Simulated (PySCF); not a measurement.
## Dipole response of Ta (tantalum, neutral)

[Xe] 4f14 5d3 6s2, high-spin 4F determinant. Computed with PySCF 2.14 in aug-cc-pV5Z-PP with ECP60MDF, with a scalar-relativistic core potential. Coupled (time-dependent) response in atomic units; α is the mean over directions.

```tsv
method	mean α (bohr³)	C₆ (like pair)	S(−4)
MN15	78.33	996.7	2262
```

S(−4) is the Cauchy moment in α(ω) = α(0) + S(−4) ω² + …

Reference α: 74 ± 20 bohr³ (recommended; Schwerdtfeger and Nagle, table of static dipole polarizabilities (2023 update)). Published C₆: 887.0 (Gould and Bucko (2016)).

Spin-orbit coupling is absent.

α(iu) at MN15:

```tsv
u (hartree)	α(iu) (bohr³)
0	78.33
0.0500	73.18
0.100	61.81
0.200	40.28
0.300	27.25
0.500	15.07
0.750	9.004
1.00	6.146
1.50	3.495
2.00	2.278
3.00	1.186
5.00	0.4818
```

A single London oscillator, α(iu) = α/(1 + u²/ω²), gives C₆ = (3/4) ω α². Matching the computed C₆ needs ω = 4 × 996.7 / (3 × 78.33²) = 0.217 hartree.

Energies and moments cover only the electrons outside the core potential. Spin-orbit coupling, absent here, splits the open shell strongly.
